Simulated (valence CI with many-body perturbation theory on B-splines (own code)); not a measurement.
Values are calculated unless marked as measured or tabulated.
## Level structure of Pt LXXI

Method: configuration interaction combined with many-body perturbation theory (CI+MBPT): six valence electrons over a frozen Dirac-Fock core [He], radial functions for each j: 9 s, 9 p, 8 d, 6 f, 3 g, 1 h, with the one-electron correlation potential Σ1, the two-electron term Σ2, the three-electron term Σ3, Breit, model QED; selected CI, second order for the rest, scaled by the run's own slope (own B-spline code, finite nucleus).

The last digits are not significant, and no measured levels were compared; by estimate large intervals hold to a few tenths of a per cent, small ones and those within an open d or f shell to about a per cent. Among the levels kept, up to 1900 cm⁻¹ of a level comes from second order outside the variational space, and about a tenth of that is noise between levels of different J, which matters for small intervals.

Levels 1 to 45 of 53, with energies above the lowest level, (2s^2 2p1/2^2 2p3/2^2) J=2. "Leading %" is the weight of the configuration and term that name the level; weights of strongly mixed levels are sums over their largest components and can fall short, and the name can then belong to a minority configuration. In the jj column 3d3/2^4 stands for four electrons in 3d with j = 3/2.

```
No.  Configuration  Term  J  E (Ry)  Leading %     Second component      g                        Leading jj
  1        2s2 2p4    3P  2    0.00         68      32 % 2s2 2p4 1D  1.300      2s^2 2p1/2^2 2p3/2^2 (100 %)
  2        2s2 2p4    1S  0    4.85         65      35 % 2s2 2p4 3P             2s^2 2p1/2^2 2p3/2^2 (100 %)
  3        2s2 2p4    3P  1  131.36        100                       1.466        2s^2 2p1/2 2p3/2^3 (100 %)
  4        2s2 2p4    1D  2  132.74         68      32 % 2s2 2p4 3P  1.118        2s^2 2p1/2 2p3/2^3 (100 %)
  5         2s 2p5   3P°  2  163.88        100                       1.458        2s 2p1/2^2 2p3/2^3 (100 %)
  6         2s 2p5   1P°  1  170.55         63      37 % 2s 2p5 3P°  1.147        2s 2p1/2^2 2p3/2^3 (100 %)
  7        2s2 2p4    3P  0  266.26         65      34 % 2s2 2p4 1S                     2s^2 2p3/2^4 (100 %)
  8         2s 2p5   3P°  0  296.22        100                                      2s 2p1/2 2p3/2^4 (100 %)
  9         2s 2p5   3P°  1  299.13         63      37 % 2s 2p5 1P°  1.263          2s 2p1/2 2p3/2^4 (100 %)
 10            2p6    1S  0  337.39         99                                        2p1/2^2 2p3/2^4 (99 %)
 11     2s2 2p3 3s   3P°  2  706.89         49  24 % 2s2 2p3 3s 5S°  1.476     2s^2 2p1/2^2 2p3/2 3s (100 %)
 12     2s2 2p3 3s   1P°  1  707.61         32  28 % 2s2 2p3 3s 3D°  1.133     2s^2 2p1/2^2 2p3/2 3s (100 %)
 13     2s2 2p3 3p    3P  1  716.66         32   20 % 2s2 2p3 3p 5P  1.463  2s^2 2p1/2^2 2p3/2 3p1/2 (100 %)
 14     2s2 2p3 3p    3D  2  716.75         26   20 % 2s2 2p3 3p 3F  1.144  2s^2 2p1/2^2 2p3/2 3p1/2 (100 %)
 15     2s2 2p3 3p    3D  3  754.29         51   24 % 2s2 2p3 3p 5P  1.312  2s^2 2p1/2^2 2p3/2 3p3/2 (100 %)
 16     2s2 2p3 3p    3P  1  754.34         34   27 % 2s2 2p3 3p 1P  1.322  2s^2 2p1/2^2 2p3/2 3p3/2 (100 %)
 17     2s2 2p3 3p    3P  2  756.62         45   17 % 2s2 2p3 3p 1D  1.307  2s^2 2p1/2^2 2p3/2 3p3/2 (100 %)
 18     2s2 2p3 3p    3P  0  758.71         69   31 % 2s2 2p3 3p 1S         2s^2 2p1/2^2 2p3/2 3p3/2 (100 %)
 19     2s2 2p3 3d   3D°  2  763.78         33  19 % 2s2 2p3 3d 3F°  1.027  2s^2 2p1/2^2 2p3/2 3d3/2 (100 %)
 20     2s2 2p3 3d   3F°  3  764.41         27  21 % 2s2 2p3 3d 3G°  1.059   2s^2 2p1/2^2 2p3/2 3d3/2 (99 %)
 21     2s2 2p3 3d   3D°  1  764.71         35  27 % 2s2 2p3 3d 3P°  1.064  2s^2 2p1/2^2 2p3/2 3d3/2 (100 %)
 22     2s2 2p3 3d   3P°  0  765.06         65  24 % 2s2 2p3 3d 5D°         2s^2 2p1/2^2 2p3/2 3d3/2 (100 %)
 23     2s2 2p3 3d   3F°  4  773.19         52  24 % 2s2 2p3 3d 5D°  1.231  2s^2 2p1/2^2 2p3/2 3d5/2 (100 %)
 24     2s2 2p3 3d   3D°  2  774.12         34  22 % 2s2 2p3 3d 3P°  1.213  2s^2 2p1/2^2 2p3/2 3d5/2 (100 %)
 25     2s2 2p3 3d   3D°  3  775.33         48  16 % 2s2 2p3 3d 1F°  1.203   2s^2 2p1/2^2 2p3/2 3d5/2 (99 %)
 26     2s2 2p3 3d   3D°  1  776.37         32  29 % 2s2 2p3 3d 1P°  1.078  2s^2 2p1/2^2 2p3/2 3d5/2 (100 %)
 27     2s2 2p3 3s   5S°  2  837.05         55  34 % 2s2 2p3 3s 3D°  1.573     2s^2 2p1/2 2p3/2^2 3s (100 %)
 28     2s2 2p3 3s   3S°  1  838.01         55  44 % 2s2 2p3 3s 3D°  1.293     2s^2 2p1/2 2p3/2^2 3s (100 %)
 29     2s2 2p3 3s   3D°  3  838.85        100                       1.294     2s^2 2p1/2 2p3/2^2 3s (100 %)
 30     2s2 2p3 3s   1D°  2  839.56         67  32 % 2s2 2p3 3s 3D°  1.014     2s^2 2p1/2 2p3/2^2 3s (100 %)
 31     2s2 2p3 3s   3P°  0  843.18        100                                 2s^2 2p1/2 2p3/2^2 3s (100 %)
 32     2s2 2p3 3s   3P°  1  843.43         67  33 % 2s2 2p3 3s 1P°  1.295     2s^2 2p1/2 2p3/2^2 3s (100 %)
 33     2s2 2p3 3p    5P  1  846.55         46   22 % 2s2 2p3 3p 3D  1.630  2s^2 2p1/2 2p3/2^2 3p1/2 (100 %)
 34     2s2 2p3 3p    3F  2  847.15         34   21 % 2s2 2p3 3p 5P  1.190  2s^2 2p1/2 2p3/2^2 3p1/2 (100 %)
 35     2s2 2p3 3p    3F  3  848.36         44   33 % 2s2 2p3 3p 1F  1.074  2s^2 2p1/2 2p3/2^2 3p1/2 (100 %)
 36     2s2 2p3 3p    3P  2  851.64         50   22 % 2s2 2p3 3p 1D  1.292   2s^2 2p1/2 2p3/2^2 3p1/2 (99 %)
 37     2s2 2p3 3p    3D  1  852.54         74   22 % 2s2 2p3 3p 1P  0.627  2s^2 2p1/2 2p3/2^2 3p1/2 (100 %)
 38     2s2 2p3 3p    3P  0  856.40         65   34 % 2s2 2p3 3p 1S          2s^2 2p1/2 2p3/2^2 3p1/2 (99 %)
 39      2s 2p4 3s    5P  3  864.94         69    30 % 2s 2p4 3s 3D  1.524      2s 2p1/2^2 2p3/2^2 3s (99 %)
 40      2s 2p4 3s    3P  2  867.35         58    18 % 2s 2p4 3s 3D  1.362      2s 2p1/2^2 2p3/2^2 3s (99 %)
 41      2s 2p4 3s    3S  1  873.68         64    21 % 2s 2p4 3s 5P  1.974      2s 2p1/2^2 2p3/2^2 3s (99 %)
 42      2s 2p4 3s    3D  1  874.25         34    33 % 2s 2p4 3s 1P  0.965      2s 2p1/2^2 2p3/2^2 3s (98 %)
 43      2s 2p4 3s    3P  2  874.80         57    19 % 2s 2p4 3s 1D  1.350      2s 2p1/2^2 2p3/2^2 3s (99 %)
 44      2s 2p4 3p   5P°  2  875.32         30   18 % 2s 2p4 3p 5S°  1.571  2s 2p1/2^2 2p3/2^2 3p1/2 (100 %)
 45      2s 2p4 3p   3D°  3  875.40         41   23 % 2s 2p4 3p 5D°  1.305  2s 2p1/2^2 2p3/2^2 3p1/2 (100 %)
```

The ionisation energy to 2s2 2p3 2P°_3/2 of the next ion comes out as 18279 eV (NIST: 18280 ± 60 eV (theoretical)). All 53 levels together are meant to be complete up to 885.71 Ry.
